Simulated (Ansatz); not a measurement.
C3H11BO2 at its PBE0-D4/def2-TZVP geometry, where that method's forces vanish. Total charge 0; spin multiplicity 1. The bonds changed during the relaxation, so this is another structure than the one it started from.

```tsv
atom	x (Å)	y (Å)	z (Å)
C1	-0.1945	-0.5556	1.8138
O2	0.3250	-0.2511	0.5327
B3	-0.4508	0.2203	-0.4899
C4	-1.9912	0.4587	-0.2817
C5	0.2848	0.4978	-1.8445
O6	3.1031	-0.9273	0.3477
H7	-0.9840	-1.3084	1.7503
H8	-0.5953	0.3389	2.2973
H9	0.6243	-0.9495	2.4157
H10	-2.4743	0.8871	-1.1607
H11	-2.1877	1.1208	0.5689
H12	-2.5016	-0.4838	-0.0493
H13	-0.2111	-0.0343	-2.6636
H14	1.3395	0.2172	-1.8381
H15	0.2083	1.5611	-2.1007
H16	2.1586	-0.7144	0.3415
H17	3.5470	-0.0774	0.3605
```

(1) For each bond, give half the difference of the two atoms' forces along it (eV/Å; positive pushes the atoms apart) under PBE-D4, r2SCAN-D4, B3LYP-D4, ωB97M-V in def2-TZVPP. (An estimate is asked.)

Answers

(1) Ansatz gave: 
```
  bond  length (Å)  PBE-D4  r2SCAN-D4  B3LYP-D4  ωB97M-V
 C1–O2       1.416    0.28       0.30      0.31     0.24
 C1–H7       1.093    0.07      -0.07     -0.09    -0.10
 C1–H8       1.093    0.07      -0.07     -0.09    -0.11
 C1–H9       1.090    0.06      -0.07     -0.13    -0.10
 O2–B3       1.367    0.25       0.11     -0.01     0.04
 B3–C4       1.573   -0.14      -0.05      0.06     0.04
 B3–C5       1.566   -0.12      -0.05      0.01     0.04
C4–H10       1.091    0.11      -0.02     -0.05    -0.05
C4–H11       1.096    0.13      -0.01     -0.04    -0.06
C4–H12       1.097    0.13       0.00     -0.04    -0.06
C5–H13       1.095    0.13      -0.01     -0.04    -0.07
C5–H14       1.091    0.11      -0.01     -0.04    -0.05
C5–H15       1.096    0.13       0.00     -0.03    -0.06
O6–H16       0.968    0.43       0.03      0.02    -0.08
```

B3LYP here is the variant with VWN-RPA as its local correlation; programs differ in this.
